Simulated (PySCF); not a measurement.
CH5AlO2, singlet, geometry from GFN2-xTB of the parent state (such geometries of metal compounds can be far from the true shape); PBE/6-31G* run with PySCF.

The PySCF input:
```python
from pyscf import gto, scf, dft

mol = gto.M(
    atom='''
Al    0.12275658    0.12200744    0.01280545
C    -1.50228708   -1.32234747   -0.14414553
H    -1.22297562   -2.23100500   -0.69630487
H    -2.37618199   -0.90893390   -0.66271216
H    -1.86260005   -1.66121223    0.83696940
O    -0.10742378    1.64132773   -0.79296921
H    -0.29817070    2.45464332   -1.25963371
O     1.48168852   -0.44853663    0.92350656
H     2.18369721   -0.84783287    1.43578504
''',
    basis='6-31g*',
    verbose=4,
)

mf = dft.RKS(mol)
mf.xc = 'pbe'
mf.kernel()
mf.analyze()
```

The log (banner, timings and long lists left out):

```
PySCF version 2.14.0

[INPUT] verbose = 4
[INPUT] num. atoms = 9
[INPUT] num. electrons = 40
[INPUT] charge = 0
[INPUT] spin (= nelec alpha-beta = 2S) = 0
[INPUT] symmetry False subgroup None
[INPUT] Mole.unit = angstrom
[INPUT] Symbol           X                Y                Z      unit          X                Y                Z       unit  Magmom
[INPUT]  1 Al     0.122756580000   0.122007440000   0.012805450000 AA    0.231976316188   0.230560646759   0.024198793402 Bohr   0.0
[INPUT]  2 C     -1.502287080000  -1.322347470000  -0.144145530000 AA   -2.838911141673  -2.498874559812  -0.272395573780 Bohr   0.0
[INPUT]  3 H     -1.222975620000  -2.231005000000  -0.696304870000 AA   -2.311088978820  -4.215988432535  -1.315825503501 Bohr   0.0
[INPUT]  4 H     -2.376181990000  -0.908933900000  -0.662712160000 AA   -4.490333183224  -1.717636136333  -1.252344481819 Bohr   0.0
[INPUT]  5 H     -1.862600050000  -1.661212230000   0.836969400000 AA   -3.519803974101  -3.139236149478   1.581642940642 Bohr   0.0
[INPUT]  6 O     -0.107423780000   1.641327730000  -0.792969210000 AA   -0.203001523466   3.101659890354  -1.498494632113 Bohr   0.0
[INPUT]  7 H     -0.298170700000   2.454643320000  -1.259633710000 AA   -0.563460961370   4.638603608293  -2.380362729170 Bohr   0.0
[INPUT]  8 O      1.481688520000  -0.448536630000   0.923506560000 AA    2.799985504712  -0.847611387535   1.745174472639 Bohr   0.0
[INPUT]  9 H      2.183697210000  -0.847832870000   1.435785040000 AA    4.126589665877  -1.602171923704   2.713240499348 Bohr   0.0

nuclear repulsion = 150.641032101029
number of shells = 36
number of NR pGTOs = 152
number of NR cGTOs = 70
basis = 6-31g*
ecp = {}

******** <class 'pyscf.dft.rks.RKS'> ********
method = RKS
initial guess = minao
damping factor = 0
level_shift factor = 0
DIIS = <class 'pyscf.scf.diis.CDIIS'>
diis_start_cycle = 1
diis_space = 8
diis_damp = 0
SCF conv_tol = 1e-09
SCF conv_tol_grad = None
SCF max_cycles = 50
direct_scf = True
direct_scf_tol = 1e-13
XC library pyscf.dft.libxc version 7.1.2
    S. Lehtola, C. Steigemann, M. J. T. Oliveira, and M. A. L. Marques,  SoftwareX 7, 1–5 (2018)
XC functionals = pbe
    J. P. Perdew, K. Burke, and M. Ernzerhof,  Phys. Rev. Lett. 77, 3865 (1996)
    J. P. Perdew, K. Burke, and M. Ernzerhof,  Phys. Rev. Lett. 78, 1396 (1997)
    J. P. Perdew, K. Burke, and M. Ernzerhof,  Phys. Rev. Lett. 77, 3865 (1996)
    J. P. Perdew, K. Burke, and M. Ernzerhof,  Phys. Rev. Lett. 78, 1396 (1997)
radial grids:
    Treutler-Ahlrichs [JCP 102, 346 (1995); DOI:10.1063/1.469408] (M4) radial grids

becke partition: Becke, JCP 88, 2547 (1988); DOI:10.1063/1.454033
pruning grids: <function nwchem_prune>
grids dens level: 3
symmetrized grids: False
atomic radii adjust function: <function treutler_atomic_radii_adjust>
small_rho_cutoff = 0
Set gradient conv threshold to 3.16228e-05
Initial guess from minao.
tot grids = 110504
init E= -433.62238732228
  HOMO = -0.336978425907573  LUMO = -0.10335478739222  gap/eV = 6.35722
cycle= 1 E= -433.343154144151  delta_E= 0.279  |g|= 1.29  |ddm|= 2.55
  HOMO = -0.0213511260903248  LUMO = 0.0337456369499765  gap/eV = 1.49926
cycle= 2 E= -431.94616734036  delta_E=  1.4  |g|= 2.77  |ddm|= 2.82
  HOMO = -0.205130286904253  LUMO = -0.0326642511690105  gap/eV = 4.69304
cycle= 3 E= -433.651658469435  delta_E= -1.71  |g|= 0.303  |ddm|= 2.18
  HOMO = -0.236470102230165  LUMO = -0.0423410071759696  gap/eV = 5.28252
cycle= 4 E= -433.666258113327  delta_E= -0.0146  |g|= 0.204  |ddm|= 0.466
  HOMO = -0.226250175119409  LUMO = -0.0381140504317385  gap/eV = 5.11944
cycle= 5 E= -433.677808619326  delta_E= -0.0116  |g|= 0.0306  |ddm|= 0.196
  HOMO = -0.22388692337441  LUMO = -0.035824503604954  gap/eV = 5.11744
cycle= 6 E= -433.678059112614  delta_E= -0.00025  |g|= 0.00605  |ddm|= 0.0365
  HOMO = -0.224170371201781  LUMO = -0.0363613128526956  gap/eV = 5.11054
cycle= 7 E= -433.678069392032  delta_E= -1.03e-05  |g|= 0.00224  |ddm|= 0.00902
  HOMO = -0.224133871558436  LUMO = -0.036350030229872  gap/eV = 5.10986
cycle= 8 E= -433.678070233471  delta_E= -8.41e-07  |g|= 0.00115  |ddm|= 0.00209
  HOMO = -0.224151035298467  LUMO = -0.0363279722543219  gap/eV = 5.11093
cycle= 9 E= -433.678070541244  delta_E= -3.08e-07  |g|= 8.44e-05  |ddm|= 0.000987
  HOMO = -0.224163907205631  LUMO = -0.0363324852653695  gap/eV = 5.11115
cycle= 10 E= -433.678070542667  delta_E= -1.42e-09  |g|= 3.12e-05  |ddm|= 0.00012
  HOMO = -0.224162397787667  LUMO = -0.0363328898766202  gap/eV = 5.11110
cycle= 11 E= -433.678070543009  delta_E= -3.42e-10  |g|= 1.09e-06  |ddm|= 4.58e-05
  HOMO = -0.224162080990003  LUMO = -0.0363326437711784  gap/eV = 5.11110
Extra cycle  E= -433.678070543008  delta_E= 4.55e-13  |g|= 1.15e-06  |ddm|= 2.75e-06
converged SCF energy = -433.678070543008
**** SCF Summaries ****
Total Energy =                        -433.678070543008403
Nuclear Repulsion Energy =             150.641032101029396
One-electron Energy =                 -899.305010892123505
Two-electron Energy =                  314.985908248085707
Two-electron Coulomb Energy =          357.782557844972189
DFT Exchange-Correlation Energy =      -42.796649596886454
HOMO-LUMO gap [eV] =                     5.111099322080801
**** MO energy ****
MO #1   energy= -55.4095671063161  occ= 2
MO #2   energy= -18.7350241643317  occ= 2
MO #3   energy= -18.733374929191   occ= 2
MO #4   energy= -9.86200258763651  occ= 2
MO #5   energy= -3.94673690901886  occ= 2
MO #6   energy= -2.55429912996577  occ= 2
MO #7   energy= -2.54796437799012  occ= 2
MO #8   energy= -2.54706746523143  occ= 2
MO #9   energy= -0.86239631598629  occ= 2
MO #10  energy= -0.857584229101717 occ= 2
MO #11  energy= -0.58734370854279  occ= 2
MO #12  energy= -0.471896666090679 occ= 2
MO #13  energy= -0.441530432407764 occ= 2
MO #14  energy= -0.32498075440919  occ= 2
MO #15  energy= -0.322443823562185 occ= 2
MO #16  energy= -0.267476843003585 occ= 2
MO #17  energy= -0.257878490961384 occ= 2
MO #18  energy= -0.240267111685099 occ= 2
MO #19  energy= -0.235058741438421 occ= 2
MO #20  energy= -0.224162080990003 occ= 2
MO #21  energy= -0.0363326437711784 occ= 0
MO #22  energy= -0.00619786718412474 occ= 0
MO #23  energy= 0.0495775321418339 occ= 0
MO #24  energy= 0.0692737697488637 occ= 0
MO #25  energy= 0.11491628319089   occ= 0
MO #26  energy= 0.136796572715129  occ= 0
MO #27  energy= 0.139808302528151  occ= 0
MO #28  energy= 0.14290889231881   occ= 0
 ** Mulliken pop on meta-lowdin orthogonal AOs  **
 ** Mulliken pop  **
 ** Mulliken atomic charges  **
charge of    0Al =      0.92977
charge of    1C =     -0.54596
charge of    2H =      0.11391
charge of    3H =      0.11267
charge of    4H =      0.11360
charge of    5O =     -0.70458
charge of    6H =      0.34369
charge of    7O =     -0.70642
charge of    8H =      0.34333
Dipole moment(X, Y, Z, Debye):  0.45903,  0.41313,  0.05221
```
